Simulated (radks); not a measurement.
Species: O+. Configuration: [He] 2s2 2p3. Calculated with a radial shooting solver on a logarithmic mesh with Libxc functionals: non-relativistic Kohn-Sham, BLYP, spin-unpolarised, spherical densities, point nucleus.

X-ray form factor f0, the Fourier transform of the density (f0(0) = 7):

sin(theta)/lambda (1/angstrom),f0 (electrons)
0.05,6.861
0.1,6.472
0.15,5.907
0.2,5.254
0.25,4.594
0.3,3.982
0.4,3.003
0.5,2.358
0.6,1.963
0.8,1.572
1,1.376
1.25,1.182
1.5,0.997
2,0.674
